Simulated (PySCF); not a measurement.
## Radial density of Be (beryllium, neutral)

UHF, [He] 2s1 3s1, high-spin 3S determinant (an excited configuration). Computed with PySCF 2.14 in aug-cc-pVQZ with one added diffuse shell each of s, p, d, f, g type (7s6p5d4f3g, 105 functions), with no relativity, point nucleus.

| r (bohr) | 4πr²ρ (e/bohr) | 4πr²(ρα − ρβ) |
| --- | --- | --- |
| 0.00630 | 0.01668 | 0.0005 |
| 0.0106 | 0.04551 | 0.0014 |
| 0.0178 | 0.1216 | 0.0038 |
| 0.0300 | 0.3123 | 0.0098 |
| 0.0504 | 0.7518 | 0.0232 |
| 0.0848 | 1.622 | 0.0488 |
| 0.143 | 2.924 | 0.0827 |
| 0.240 | 3.929 | 0.0927 |
| 0.404 | 3.272 | 0.0352 |
| 0.679 | 1.278 | 0.0039 |
| 1.14 | 0.4031 | 0.2600 |
| 1.92 | 0.5074 | 0.5054 |
| 3.23 | 0.1966 | 0.1966 |
| 5.43 | 0.1434 | 0.1434 |
| 9.14 | 0.1113 | 0.1113 |
| 15.4 | 0.005861 | 0.0059 |
| 25.9 | 1.326e-05 | 0.0000 |

The outer electron is Rydberg-like, and this basis confines it to a smaller radius and binds it less than a complete one would.
